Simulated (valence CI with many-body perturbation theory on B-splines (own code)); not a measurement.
**Level structure of Ti XVIII**

Computed by valence CI with perturbative core correlation (CI+MBPT): three valence electrons over a frozen Dirac-Fock core [He], radial functions for each j: 11 s, 11 p, 10 d, 8 f, 5 g, 2 h, with the one-electron correlation potential Σ1 (screened to all orders), the two-electron term Σ2, the three-electron term Σ3, Breit, model QED; selected single and double excitations, second order for the rest, scaled by the run's own slope (own B-spline code, finite nucleus).

No measured spectrum was set against this ion. As an estimate, levels of excited configurations hold to 0.05 to 0.15 % of their energy, terms of the ground configuration to about 0.5 %.

Levels 46 to 90 of 200, with energies above the lowest level, 2s²2p ²P°_1/2. "Leading %" is the weight of the configuration and term that name the level; weights of strongly mixed levels are sums over their largest components and can fall short. Lifetimes count E1, E2, E3, M1 and M2 decay at the calculated energies, and are blank where another channel may lead or the interval is too uncertain; long ones can be off by a factor of two.

| No. | Configuration | Term | J | E (eV) | Leading % | g | Second component | Lifetime |
| --- | --- | --- | --- | --- | --- | --- | --- | --- |
| 46 | 2s2p3d | ⁴D° | 1/2 | 758.74 | 84 | 0.202 | 8 % 2s2p3s ²P° | 81.0 fs |
| 47 | 2s2p3d | ⁴F° | 9/2 | 759.29 | 100 | 1.332 |  | 2.89 ns |
| 48 | 2s2p3d | ²D° | 3/2 | 760.78 | 77 | 0.854 | 7 % 2s2p3d ⁴D° | 194 fs |
| 49 | 2s2p3d | ²D° | 5/2 | 761.80 | 57 | 1.217 | 27 % 2s2p3d ⁴D° | 139 fs |
| 50 | 2s2p3d | ⁴D° | 7/2 | 762.55 | 87 | 1.404 | 11 % 2s2p3d ⁴F° | 82.2 fs |
| 51 | 2s2p3d | ⁴P° | 5/2 | 763.92 | 53 | 1.460 | 34 % 2s2p3d ⁴D° | 107 fs |
| 52 | 2s2p3d | ⁴P° | 3/2 | 764.31 | 76 | 1.605 | 22 % 2s2p3d ⁴D° | 114 fs |
| 53 | 2s2p3d | ⁴P° | 1/2 | 764.63 | 93 | 2.511 | 6 % 2s2p3d ⁴D° | 128 fs |
| 54 | 2s2p3d | ²F° | 5/2 | 768.53 | 87 | 0.904 | 9 % 2s2p3d ²D° | 127 fs |
| 55 | 2s2p3d | ²P° | 3/2 | 771.91 | 90 | 1.308 |  | 143 fs |
| 56 | 2s2p3d | ²F° | 7/2 | 772.51 | 99 | 1.144 |  | 101 fs |
| 57 | 2s2p3d | ²P° | 1/2 | 774.26 | 96 | 0.664 |  | 132 fs |
| 58 | 2s2p3p | ²P | 1/2 | 776.08 | 85 | 0.717 | 9 % 2p²3s ²P | 611 fs |
| 59 | 2s2p3p | ²D | 3/2 | 776.39 | 68 | 0.954 | 26 % 2s2p3p ²P | 1.22 ps |
| 60 | 2s2p3p | ²D | 5/2 | 777.43 | 93 | 1.202 |  | 2.27 ps |
| 61 | 2s2p3p | ²P | 3/2 | 778.06 | 62 | 1.180 | 27 % 2s2p3p ²D | 808 fs |
| 62 | 2s2p3p | ²S | 1/2 | 781.58 | 84 | 2.001 | 5 % 2p²3s ⁴P | 2.11 ps |
| 63 | 2p²3s | ⁴P | 1/2 | 785.27 | 89 | 2.569 | 6 % 2s2p3p ²S | 1.26 ps |
| 64 | 2p²3s | ⁴P | 3/2 | 788.09 | 97 | 1.721 |  | 1.21 ps |
| 65 | 2p²3s | ⁴P | 5/2 | 791.27 | 91 | 1.567 | 7 % 2p²3s ²D | 1.09 ps |
| 66 | 2s2p3d | ²F° | 7/2 | 792.58 | 94 | 1.144 | 5 % 2p²3p ²F° | 147 fs |
| 67 | 2s2p3d | ²F° | 5/2 | 792.77 | 92 | 0.861 | 5 % 2p²3p ²F° | 114 fs |
| 68 | 2s2p3d | ²D° | 3/2 | 794.27 | 97 | 0.804 |  | 91.5 fs |
| 69 | 2s2p3d | ²D° | 5/2 | 795.04 | 96 | 1.195 |  | 92.0 fs |
| 70 | 2p²3s | ²P | 1/2 | 795.27 | 82 | 0.729 | 14 % 2s2p3p ²P | 525 fs |
| 71 | 2s2p3d | ²P° | 1/2 | 797.12 | 86 | 0.692 | 4 % 2p²3p ⁴D° | 124 fs |
| 72 | 2s2p3d | ²P° | 3/2 | 797.83 | 94 | 1.333 |  | 123 fs |
| 73 | 2p²3s | ²P | 3/2 | 798.09 | 59 | 1.172 | 28 % 2p²3s ²D | 556 fs |
| 74 | 2p²3p | ⁴D° | 1/2 | 799.17 | 45 | 0.916 | 28 % 2p²3p ²S° | 481 fs |
| 75 | 2p²3p | ²S° | 1/2 | 801.43 | 46 | 1.141 | 45 % 2p²3p ⁴D° | 485 fs |
| 76 | 2p²3p | ⁴D° | 3/2 | 801.72 | 85 | 1.253 | 9 % 2p²3p ⁴P° | 658 fs |
| 77 | 2p²3s | ²D | 5/2 | 803.89 | 87 | 1.229 | 8 % 2p²3s ⁴P | 650 fs |
| 78 | 2p²3p | ⁴D° | 5/2 | 804.58 | 90 | 1.380 | 7 % 2p²3p ⁴P° | 678 fs |
| 79 | 2p²3s | ²D | 3/2 | 804.92 | 66 | 0.966 | 26 % 2p²3s ²P | 614 fs |
| 80 | 2p²3p | ⁴P° | 3/2 | 805.12 | 51 | 1.370 | 32 % 2p²3p ²D° | 512 fs |
| 81 | 2p²3p | ⁴P° | 1/2 | 806.04 | 79 | 2.455 | 14 % 2p²3p ²S° | 501 fs |
| 82 | 2p²3p | ⁴P° | 5/2 | 807.01 | 55 | 1.416 | 37 % 2p²3p ²D° | 529 fs |
| 83 | 2p²3p | ⁴D° | 7/2 | 807.67 | 91 | 1.405 | 7 % 2p²3p ²F° | 698 fs |
| 84 | 2p²3p | ²D° | 3/2 | 807.94 | 65 | 1.110 | 29 % 2p²3p ⁴P° | 459 fs |
| 85 | 2p²3p | ²D° | 5/2 | 812.60 | 49 | 1.298 | 34 % 2p²3p ⁴P° | 462 fs |
| 86 | 2p²3p | ²P° | 3/2 | 813.13 | 57 | 1.589 | 40 % 2p²3p ⁴S° | 386 fs |
| 87 | 2p²3p | ⁴S° | 3/2 | 813.96 | 50 | 1.670 | 38 % 2p²3p ²P° | 367 fs |
| 88 | 2p²3d | ⁴F | 3/2 | 814.91 | 85 | 0.509 | 7 % 2p²3d ⁴D | 3.31 ps |
| 89 | 2p²3p | ²P° | 1/2 | 815.17 | 84 | 0.774 | 8 % 2p²3p ²S° | 401 fs |
| 90 | 2p²3d | ⁴F | 5/2 | 816.35 | 80 | 1.086 | 14 % 2p²3d ⁴D | 2.28 ps |

Names give the largest LS component (configuration and term), which can be under half, so a name can repeat, a term be missing and a line seem to break the LS rules; names also repeat where a configuration has a term twice.
